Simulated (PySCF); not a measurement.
Run record: geometry optimisation, `[CH2]([GeH3])CF`.

Computed with PBE0-D3(BJ)/def2-SVP geometry optimisation, gas phase (PySCF 2.14.0). Start geometry: GFN2-xTB. A driver script takes a list of jobs; this job's settings line and coordinates (Å) are shown.

Command:
```bash
OMP_NUM_THREADS=1 python probes_run.py task.json out
```

Input:
```
{"job": {"xc": "PBE0", "basis": "def2-SVP", "d3": "d3bj", "grid": 1, "shake": 0.01, "kind": "geom"}, "charge": 0, "multiplicity": 1}
F     -0.912710     1.549780     0.206860
C     -1.361400     0.255450     0.254780
C     -0.348710    -0.608120    -0.450030
Ge     1.508890     0.063210     0.028430
H     -2.348570     0.220880    -0.219180
H     -1.437120     0.017180     1.317410
H     -0.452110    -0.550520    -1.521880
H     -0.453030    -1.639870    -0.153710
H      1.577420     0.248130     1.529560
H      2.508660    -0.936290    -0.380230
H      1.756800     1.354350    -0.627690
```

Output:
```
step   0  E = -2256.40008221  max force = 0.036163
step   1  E = -2256.40660349  max force = 0.004956
step   2  E = -2256.40701932  max force = 0.000694
step   3  E = -2256.40706250  max force = 0.000566
step   4  E = -2256.40710985  max force = 0.000734
step   5  E = -2256.40713706  max force = 0.000705
step   6  E = -2256.40715471  max force = 0.000604
step   7  E = -2256.40716813  max force = 0.000394
optimisation converged
```

Energies in Eh; «max force» is the largest Cartesian gradient component in Eh/bohr.

Question: Give the first gradient maximum in eV/Å.

Answer: With 1 Eh/bohr = 51.422 eV/Å, 1.860 eV/Å.

Question: How much energy does the optimisation release, in kJ/mol?

Answer: E(step 0) − E(last step) = 0.007086 Eh, which is 18.6 kJ/mol.

Summary of the converged run: final energy -2256.40717 Eh after 7 steps; dipole 1.91 D.

Question: Where do the atoms end?

Answer: 0.126 Å rms from the input after alignment:
```
atom  x, y, z in Å
F1    -1.2154    1.4193    0.4317
C2    -1.4639    0.0746    0.5977
C3    -0.3889   -0.7481   -0.0716
Ge4    1.4311   -0.2022    0.4414
H5    -2.4615   -0.1388    0.1750
H6    -1.5000   -0.1337    1.6816
H7    -0.4716   -0.6809   -1.1683
H8    -0.5175   -1.8090    0.1972
H9     1.5019   -0.0467    1.9733
H10    2.4208   -1.3011    0.0045
H11    1.8317    1.1225   -0.2260
```

Question: How long does this job take on one thread, Arm Neoverse V1 (aarch64) (shared host)? And the peak memory of the process?

Answer: About 37 s, with 0.46 GiB resident at the peak, the Python interpreter and its libraries included.
Labels such as C1 count atoms from 1, the log's own numbers from 0.
